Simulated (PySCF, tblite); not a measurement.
Isomers of C4H4N4Si, one GFN2-xTB conformer each. Single-point energies are computed at PBE0/pcSseg-1 (PySCF, gas phase, no added dispersion term), electronic only.

```csv
SMILES,GFN2-xTB relative energy (kcal/mol)
N#CC[Si](N)(C#N)C#N,26.0
N#Cc1nncnc1[SiH3],0.0
```

Conformers: `[N:1]#[C:2][CH2:3][Si:4]([NH2:5])([C:6]#[N:7])[C:8]#[N:9]` with C2–C3–Si4–N5 -44°, C3–Si4–N5–H -171° and 39°.

Task: What does PBE0/pcSseg-1 give for the same structures?

Result: 
```tsv
SMILES	PBE0/pcSseg-1 E (Eh)	PBE0/pcSseg-1 (kcal/mol)	GFN2-xTB (kcal/mol)	point group
N#CC[Si](N)(C#N)C#N	-662.73111	0.0	26.0	C1
N#Cc1nncnc1[SiH3]	-662.63373	61.1	0.0	C1
```

GFN2-xTB puts N#Cc1nncnc1[SiH3] lowest instead. As drawn, the lower has an N–H bond, which the higher lacks; the higher has an aromatic ring and an N–N linkage, which the lower lacks.

Task: Which frontier levels, dipoles and rotational constants go with these structures?

Result: 
| SMILES | HOMO (eV, PBE0/pcSseg-1) | LUMO (eV) | dipole (D) | A, B, C (MHz) |
| --- | --- | --- | --- | --- |
| N#CC[Si](N)(C#N)C#N | -9.16 | -1.83 | 2.55 | 1771, 1008, 810.9 |
| N#Cc1nncnc1[SiH3] | -7.42 | -2.85 | 3.83 | 1939, 1427, 837.0 |

Task: What happens when harmonic zero-point energies from GFN2-xTB frequencies are added?

Result: 
```json
{"SMILES": "N#CC[Si](N)(C#N)C#N", "ZPE (kcal/mol)": "49.0", "electronic (kcal/mol)": "0.0", "with ZPE (kcal/mol)": "0.0"}
{"SMILES": "N#Cc1nncnc1[SiH3]", "ZPE (kcal/mol)": "46.1", "electronic (kcal/mol)": "61.1", "with ZPE (kcal/mol)": "58.2"}
```

The zero-point energies span 2.9 kcal/mol. The order is unchanged.
